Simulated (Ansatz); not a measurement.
The same molecule with X = B, Al, In. Ansatz, PBE0-D4/def2-TZVP geometries, multiplicity 1. Each molecule was computed in one conformer, which needn't be the lowest.

Elements past krypton have def2 core potentials.

```tsv
X	molecule	mean X–H bond length / Å	mean X–O bond length / Å	LUMO energy (ωB97M-V/def2-TZVPP) / eV	LUMO energy (PBE/def2-TZVPP) / eV	LUMO energy (PBE0/def2-TZVPP) / eV
B	`[SiH3]OBO[SiH3]`	1.199	1.357	1.67	-0.81	0.06
In	`[SiH3][O][InH][O][SiH3]`	1.681	1.969	-0.14	-2.46	-1.54
```

(1) Give the row for X = Al, `[SiH3][O][AlH][O][SiH3]`. (An estimate is asked.)

Results:

(1) Ansatz gave: 
```csv
X,molecule,mean X–H bond length / Å,mean X–O bond length / Å,LUMO energy (ωB97M-V/def2-TZVPP) / eV,LUMO energy (PBE/def2-TZVPP) / eV,LUMO energy (PBE0/def2-TZVPP) / eV
Al,`[SiH3][O][AlH][O][SiH3]`,1.564,1.677,1.02,-1.32,-0.50
```

From B to In the mean X–H bond length rises at each step, by 0.482 Å in all; the mean X–O bond length rises at each step, by 0.612 Å in all; the LUMO energy (ωB97M-V/def2-TZVPP) falls at each step, by 1.81 eV in all; the LUMO energy (PBE/def2-TZVPP) falls at each step, by 1.65 eV in all; the LUMO energy (PBE0/def2-TZVPP) falls at each step, by 1.60 eV in all. Bonds lengthen as the atom grows down the group.
